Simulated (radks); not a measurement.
Task: All-electron atom: Ne II in [He] 2s2 2p5. All-electron calculation, scalar-relativistic Kohn-Sham, LDA (Slater exchange, Perdew-Wang correlation), spin-unpolarised, spherical densities, point nucleus. Program: a radial shooting solver on a logarithmic mesh with Libxc functionals. Some entries of the table are withheld. Estimate them.

orbital,occ.,eigenvalue (eV),r(max) (bohr),<r> (bohr)
1s,2,(1),(2),(3)
2s,2,-55.2963,(4),0.8686
2p,5,-32.4371,0.6005,0.8833
3s,0,-6.6897,2.875,3.487
3p,0,-3.8606,3.741,4.672

Result: 
(1) 1s eigenvalue (eV): -848.3655
(2) 1s r(max) (bohr): 0.1030
(3) 1s <r> (bohr): 0.1587
(4) 2s r(max) (bohr): 0.6741
